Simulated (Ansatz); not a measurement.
`N[SiH](F)Cl` + H• → `[NH][SiH](F)Cl`• + H₂ at 500 K and 1 bar (hydrogen abstraction from the N–H bond).

Isolated molecules relaxed with PBE0-D4/def2-TZVP in Ansatz; ΔE leaves out vibrations. CCSD(T)/CBS is the MP2 limit (def2-TZVPP, def2-QZVPP) plus CCSD(T) − MP2 in def2-TZVPP, frozen cores. This one scheme is used for every species, atoms too. No spin–orbit coupling; open shells (•) take unrestricted orbitals. Each species was taken in one conformer, which may not be the lowest.

```json
{"species": "`N[SiH](F)Cl`", "CCSD(T)/CBS energy (Eh)": "-905.31614", "H − E (kJ/mol)": "141.3", "S (J/(mol·K))": "367.1"}
{"species": "H•", "CCSD(T)/CBS energy (Eh)": "-0.50000", "H − E (kJ/mol)": "10.4", "S (J/(mol·K))": "125.5"}
{"species": "`[NH][SiH](F)Cl`•", "CCSD(T)/CBS energy (Eh)": "-904.62098", "H − E (kJ/mol)": "103.8", "S (J/(mol·K))": "364.6"}
{"species": "H₂", "CCSD(T)/CBS energy (Eh)": "-1.17544", "H − E (kJ/mol)": "41.0", "S (J/(mol·K))": "145.5"}
```

H − E and S are ideal-gas, rigid-rotor, harmonic terms from PBE0-D4/def2-TZVP, for one conformer and one mirror image of each species, with the whole ground term of open shells counted as degenerate. The MP2-based limit puts H₂ 0.8 mEh under its directly extrapolated value; such offsets cancel only in part. 1 Eh = 2625.50 kJ/mol, R = 8.31446 J/(mol·K).

By hand: ΔE, ΔH, ΔS and ΔG.

ΔE = (-904.62098) + (-1.17544) − (-905.31614) − (-0.50000) = 0.01972 Eh = 51.8 kJ/mol. Δ(H − E) = 103.8 + 41.0 − 141.3 − 10.4 = -6.9, so ΔH = 44.9 kJ/mol. ΔS = 364.6 + 145.5 − 367.1 − 125.5 = 17.5 J/(mol·K). ΔG = 44.9 − 500 × (17.5)/1000 = 36.1 kJ/mol.

By hand: the equilibrium constant, and the temperature at which ΔG would vanish if ΔH and ΔS stayed fixed.

log₁₀ K = −ΔG/(RT ln 10) = -3.8. ΔG = 0 at ΔH/ΔS = 2566 K, far beyond where these terms or the molecules hold.

ΔH outweighs TΔS. A doubt of 5 kJ/mol in ΔE shifts log₁₀ K by 0.5 here. Other conformers and mirror images would add mixing entropy, several J/(mol·K) or more a flexible species. These are equilibria of isolated gas molecules and say nothing of rates. Largest T1 diagnostic: 0.012 (customary marks: 0.02 for closed shells, 0.045 for open ones).
